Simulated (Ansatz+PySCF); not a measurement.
**singlet Be₂: levels of theory in one basis**

```xyz
2

Be    0.0000    0.0000    0.0000
Be    0.0000    0.0000    2.4500
```

Basis set: cc-pVDZ (spherical functions). All electrons are correlated. Charge 0, multiplicity 1.

Computed with Ansatz (development build ahead of 0.2.0); each method stands on the lowest determinant of its kind that the runs found. NEVPT2 correlates all electrons. Active spaces start from the frontier orbitals, and the lowest solution found is given.

| method | E − E(RHF) (eV) | <S²> of the determinant |
| --- | --- | --- |
| RHF | 0.00 | 0.00 |
| UHF | -0.61 | 0.84 |
| RHF-MP2 | -1.73 | – |
| UHF-MP2 | -1.64 | 0.84 |
| RHF-CCSD | -2.69 | – |
| RHF-CCSD(T) | -2.78 | – |
| UHF-CCSD(T) | -2.70 | 0.84 |
| RHF-CCSDT(Q) | -2.81 | – |
| CASSCF(4,8) | -2.39 | – |
| SC-NEVPT2(4,8) | -2.69 | – |
| SC-NEVPT2(2,2) | -2.02 | – |

**Question.** What does CASSCF(2,2) give on the same scale?

**Answer.** -0.82 eV.

**Question.** Is a single determinant a sound starting point here?

**Answer.** It is doubtful. Unrestricted orbitals lower Hartree–Fock by 0.61 eV and <S²> is 0.84 where a pure state has 0.00, a sign of strong static correlation. The CASSCF(4,8) natural occupations are 1.87, 1.71, 0.17, 0.07, 0.07, 0.05, 0.05, 0.02. The CASSCF(2,2) natural occupations are 1.70, 0.30.

Caution for RHF, RHF-MP2, RHF-CCSD, RHF-CCSD(T), RHF-CCSDT(Q): an unrestricted determinant lies well below. Caution for UHF, UHF-MP2, UHF-CCSD(T): the unrestricted determinant is a mixture of spin states; the determinant breaks the point group. Caution for RHF-MP2, UHF-MP2, RHF-CCSD, RHF-CCSD(T), UHF-CCSD(T), RHF-CCSDT(Q): large amplitudes, a single reference is doubtful. Caution for UHF-MP2, UHF-CCSD(T): another reference gives a lower total.
